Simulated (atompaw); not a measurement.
**Varying the PAW (atompaw) potential for Re (Z = 75)**

Base potential:

```
Element                 : Re
Generator               : atompaw 4.2.0.5
Type                    : PAW
Functional              : PBE
Relativity              : scalar-relativistic
Frozen core             : [Xe] 4f14
Valence charge          : 7
Reference configuration : 5d5 6s2 6p0
Partial waves           : 6s (bound): rc 3.00 bohr; 6s channel at 0.05 Ry: rc 3.00 bohr; 6p (bound, empty): rc 3.00 bohr; 6p channel at 0.5 Ry: rc 3.00 bohr; 5d (bound): rc 2.45 bohr; 5d channel at -0.05 Ry: rc 3.00 bohr
Local potential         : bessel scheme, radius 2.40 bohr
Core correction         : smooth core density matched at 1.55 bohr
Augmentation charge     : sinc compensation charge, radius 2.95 bohr; PAW radius 3.00 bohr; waves and projectors: custom polynom2 7 10 vanderbiltortho
```

Cutoffs, loose and tight: the cutoffs (Ry, on a coarse ladder) from which the occupation-weighted sum of valence levels, in a spherical-Bessel basis at the reference potential, stays within 10 and 1 mRy of its value at 400 Ry. They see the waves, projectors and local potential, not the compensation charge or the core. A dash means not determined.

A true bound ghost makes a file unfit for plane-wave use even where its test errors are small: the radial tests pick states by their node count and pass the ghost by.

| change | outcome | cutoff, loose | cutoff, tight | bound ghosts |
| --- | --- | --- | --- | --- |
| base | generated | 30 Ry | 55 Ry | none |
| all radii scaled by about 0.86 (s 2.58, p 2.58, d 2.12 bohr); local potential bessel scheme, radius 2.06 bohr; augmentation sinc compensation charge, radius 2.54 bohr; PAW radius 2.58 bohr; waves and projectors: custom polynom2 7 10 vanderbiltortho; core correction smooth core density matched at 1.34 bohr | generated | 21 Ry | 25 Ry | none |
| all radii scaled by about 0.96 (s 2.88, p 2.88, d 2.36 bohr); local potential bessel scheme, radius 2.30 bohr; augmentation sinc compensation charge, radius 2.84 bohr; PAW radius 2.88 bohr; waves and projectors: custom polynom2 7 10 vanderbiltortho; core correction smooth core density matched at 1.48 bohr | generated | 25 Ry | 40 Ry | none |
| all radii scaled by about 1.29 (s 3.88, p 3.88, d 3.18 bohr); local potential bessel scheme, radius 3.12 bohr; augmentation sinc compensation charge, radius 3.82 bohr; PAW radius 3.88 bohr; waves and projectors: custom polynom2 7 10 vanderbiltortho; core correction smooth core density matched at 2.00 bohr | generated | 18 Ry | 35 Ry | none |

(1) What comes out with this change to the base: all radii scaled by about 0.75 (s 2.26, p 2.26, d 1.84 bohr); local potential bessel scheme, radius 1.82 bohr; augmentation sinc compensation charge, radius 2.22 bohr; PAW radius 2.26 bohr; waves and projectors: custom polynom2 7 10 vanderbiltortho; core correction smooth core density matched at 1.16 bohr?

(2) What comes out with this change to the base: all radii scaled by about 1.05 (s 3.16, p 3.16, d 2.58 bohr); local potential bessel scheme, radius 2.52 bohr; augmentation sinc compensation charge, radius 3.10 bohr; PAW radius 3.16 bohr; waves and projectors: custom polynom2 7 10 vanderbiltortho; core correction smooth core density matched at 1.64 bohr?

(3) What comes out with this change to the base: all radii scaled by about 1.18 (s 3.54, p 3.54, d 2.88 bohr); local potential bessel scheme, radius 2.82 bohr; augmentation sinc compensation charge, radius 3.48 bohr; PAW radius 3.54 bohr; waves and projectors: custom polynom2 7 10 vanderbiltortho; core correction smooth core density matched at 1.82 bohr?

Results:

(1) outcome: generated; cutoff, loose: 21 Ry; cutoff, tight: 35 Ry; bound ghosts: s, p.

(2) outcome: generated; cutoff, loose: 30 Ry; cutoff, tight: 70 Ry; bound ghosts: none.

(3) outcome: generated; cutoff, loose: 25 Ry; cutoff, tight: 50 Ry; bound ghosts: none.

Reading the sweep of the scale of all radii (base = 1) (base included, trends over the rows without a ghost): The loose cutoff is not monotonic: lowest 18 Ry at 1.29, highest 30 Ry at 1. Bound ghosts are found at 0.75.
